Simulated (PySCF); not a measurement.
# Property card for `C1CC2CCCP2C1`

Compound: C₇H₁₃P.
Atom-mapped SMILES: `[CH2:1]1[CH2:2][CH:3]2[CH2:4][CH2:5][CH2:6][P:7]2[CH2:8]1` (hydrogens: H9, H10 on C1; H11, H12 on C2; H13 on C3; H14, H15 on C4; H16, H17 on C5; H18, H19 on C6; H20, H21 on C8)

Structural features include: phosphine.

PBE0-D3(BJ)/def2-SVP geometry optimisation, gas phase (PySCF):

```yaml
Point_group: C1
Rotational_constants_A_B_C: 2.590, 1.758, 1.356 GHz
```

wB97X-D/def2-SVPD ground state, ΔSCF and vertical TDDFT (core frozen in the response) (PySCF):

```yaml
Dipole_moment: 1.57 D
HOMO_energy: -8.13 eV
LUMO_energy: 2.38 eV
HOMO–LUMO_gap: 10.51 eV
Lowest_singlet_excitation: 6.26 eV (198 nm, f = 0.060)
Strongest_line_among_the_10_lowest_singlet_transitions: S7 at 8.10 eV (153 nm, f = 0.094)
Lowest_triplet_excitation_Tamm–Dancoff: 5.20 eV
Static_isotropic_polarisability: 101.4 au
Vertical_ionisation_energy: 8.24 eV
Electronic_spatial_extent_⟨r²⟩_about_the_centre_of_nuclear_charge: 1053 bohr²
```

**B97-2/pcSseg-1 ground state and GIAO shieldings, non-relativistic (PySCF)**

```yaml
13C_chemical_shifts_computed_TMS_as_zero_by_class: 43.8 (C3), 37.0 (C2/C4), 30.9 (C6/C8), 28.9 (C1/C5) ppm
1H_chemical_shifts_computed_TMS_as_zero_by_class: 2.41 (H13), 1.65 (H12/H14), 1.60 (H9/H17), 1.55 (H18/H20), 1.48 (H10/H16), 1.21 (H11/H15), 1.19 (H19/H21) ppm
Isotropic_shieldings_of_nuclei_other_than_C_and_H_by_class: 332 (P7) ppm
```

**delta-SCF UKS SCAN, pcX-2 on the ionised atom, pcseg-1 elsewhere, spin-free X2C; 2p3/2 from a spin–orbit splitting computed afterwards within the 2p shell (PySCF)**

```yaml
Core_binding_energies: P2p3/2 135.4 (P7), C1s 290.0 (C3), C1s 290.0 (C6/C8), C1s 290.4 (C2/C4), C1s 290.4 (C1/C5), P1s 2149.0 (P7) eV
```

Monoisotopic mass (most abundant isotopes): 128.0755 u.

The ΔSCF ionisation energy exceeds −ε(HOMO) by 0.11 eV with wB97X-D. The largest Löwdin shares of the HOMO are 0.60 on P7, 0.10 on C6, 0.08 on C8 and 0.08 on C3. The principal polarisabilities are 90.4, 102.6 and 111.2 au; their mean is the isotropic value. S1 lies 4.25 eV below the HOMO–LUMO gap.

 NMR classes are plain means over equivalent atoms (diastereotopic ones count apart unless rotation or inversion swaps them), as if these changed places fast; in this geometry the members of some classes differ.

One conformer stands for the species.
